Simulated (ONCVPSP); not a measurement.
# germanium (Ge), ONCV: configuration errors across variants

- Element: germanium
- Generator: ONCVPSP 4.0.1
- Type: optimised norm-conserving Vanderbilt (ONCV)
- Functional: PBEsol
- Relativity: non-relativistic
- Frozen core: [Ar] 3d10
- Valence charge: 4
- Reference configuration: 4s2 4p1 (charge +1)
- Partial waves: 4s: rc 1.90 bohr, ncon 4, nbas 8, qcut 4.4 1/bohr, 2 projectors, debl 0.6 Ha; 4p: rc 2.10 bohr, ncon 4, nbas 7, qcut 4 1/bohr, 2 projectors, debl 1.3 Ha; d scattering state at 0.12 Ha: rc 1.90 bohr, ncon 4, nbas 9, qcut 5.7 1/bohr, 2 projectors, debl 3.1 Ha
- Local potential: polynomial inside 1.90 bohr (lpopt 3, dvloc0 4 Ha)
- Core correction: none

In the s channel the program set the typed energies aside and used -0.717, 0.250 Ha.

All-electron excitation energies from the reference (eV): (1) 4s2 4p2 -7.486; (2) 4s2 4p0 15.461; (3) 4s1 4p0 49.701; (4) 4s2 4p1.5 -4.663.

2 further variants failed, have other tests or another functional or relativity, and are left out.

Errors AE − PS in meV (a dash: test not solved or not reliable):

```tsv
change	(1)	(2)	(3)	(4)	bound ghosts	GHOST(+) flags above zero
base	-5.0	-9.0	+43	-1.7	none	none
core correction Teter function, fcfact 5.5, rcfact 1.6	-35	-112	-648	-12	none	none
local potential polynomial inside 1.90 bohr (lpopt 3, dvloc0 -1.5 Ha)	-5.0	-9.0	+43	-1.7	none	s, d
all radii scaled by about 1.29 (s 2.46, p 2.72, d 2.46 bohr); local potential polynomial inside 2.46 bohr (lpopt 3, dvloc0 4 Ha)	-6.4	-14	-10	-2.2	none	none
```

**Question.** Give the same row for: p: nbas 8.

**Answer.** -5.1, -9.5, +42, -1.7; bound ghosts: none; GHOST(+) flags above zero: none.
